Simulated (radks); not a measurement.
The mean radii <r> (bohr) of the occupied orbitals of an atom or ion are listed with their occupations. All-electron calculation, scalar-relativistic Kohn-Sham, LDA (Slater exchange, Perdew-Wang correlation), spin-polarised, spherical densities, finite nucleus; Fermi nuclear charge, rms radius of each element as measured or else 0.836 A^(1/3) + 0.57 fm. Program: a radial shooting solver on a logarithmic mesh with Libxc functionals.

| orbital | occ. | <r> |
|---|---|---|
| 1s up | 1 | 0.03432 |
| 1s down | 1 | 0.03432 |
| 2s up | 1 | 0.1498 |
| 2s down | 1 | 0.1498 |
| 2p up | 3 | 0.1304 |
| 2p down | 3 | 0.1304 |
| 3s up | 1 | 0.4163 |
| 3s down | 1 | 0.4162 |
| 3p up | 3 | 0.4170 |
| 3p down | 3 | 0.4169 |
| 3d up | 5 | 0.3995 |
| 3d down | 5 | 0.3992 |
| 4s up | 1 | 1.059 |
| 4s down | 1 | 1.054 |
| 4p up | 3 | 1.174 |
| 4p down | 3 | 1.168 |
| 4d up | 5 | 1.663 |
| 5s up | 1 | 2.945 |

Name the element and its charge. Open shells, if any, are filled with parallel spins first.

Answer. Z = 43, technetium, charge +1: Tc+ in [Kr] 4d5 5s1. The 1s radius gives Z: for a bare nucleus <r> = (2 gamma + 1)/(2Z) with gamma = sqrt(1 - (Z/c)^2), 0.03371 bohr for Z = 43, and screening makes it slightly larger (0.03432 here). The occupations add up to 42, and the charge is Z minus that.
